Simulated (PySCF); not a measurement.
# AgSe: from constants to spectrum

TPSSh constants of AgSe, ²Π (doublet), unpaired electrons π ↑ (Ag x2c-TZVPPall, Se x2c-TZVPPall; spin-free X2C with a Gaussian nucleus (PySCF 2.14); masses 106.9051 and 79.9165 u):

* ωe: 228.0 cm⁻¹
* ωexe: 0.63 cm⁻¹
* Be: 0.063705 cm⁻¹
* αe: 0.000259 cm⁻¹
* D (centrifugal): 1.99e-08 cm⁻¹
* De to Ag (4d10 5s1) + Se: 2.21 eV

Give the vibrational terms G(v) and spacings up to v = 6.

G(v) = ωe(v+½) − ωexe(v+½)².

```csv
v,G(v) (cm⁻¹),G(v) − G(v−1),Bv (cm⁻¹)
0,113.8,,0.06358
1,340.6,226.7,0.06332
2,566.1,225.5,0.06306
3,790.3,224.2,0.06280
4,1013.2,223.0,0.06254
5,1234.9,221.7,0.06228
6,1455.4,220.4,0.06202
```

How well does the Morse estimate ωe²/(4ωexe) reproduce De, and what is D0?

It gives 2.56 eV, 116 % of the computed De. D0 = De − G(0) = 2.21 − 0.01 = 2.20 eV.

Spin–orbit coupling is left out, which matters for elements this heavy, above all for dissociation energies. With d or f electrons several states lie close, and the lowest PBE0 determinant need not be the measured ground state.
